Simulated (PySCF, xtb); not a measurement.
B(SeH)3 (BH3Se3), SMILES [SeH]B([SeH])[SeH]. One conformer was computed; it need not be the lowest.

Harmonic wavenumbers (cm⁻¹) from xtb 6.7.1 with GFN2-xTB at its own minimum, in rising order: 111, 130, 224, 240, 261, 292, 311, 563, 605, 670, 772, 777, 1990, 2015, 2029.

Task: What does PySCF with B3LYP-D3(BJ)/def2-SVP give at its own minimum? (Estimate from the structure and the level; the computed values follow.)

Result: 57, 125, 141, 257, 280, 326, 363, 640, 704, 727, 901, 920, 2400, 2404, 2414. Paired by order, the mean absolute difference is 131 cm⁻¹ and the zero-point energies are 15.7 and 18.1 kcal/mol.
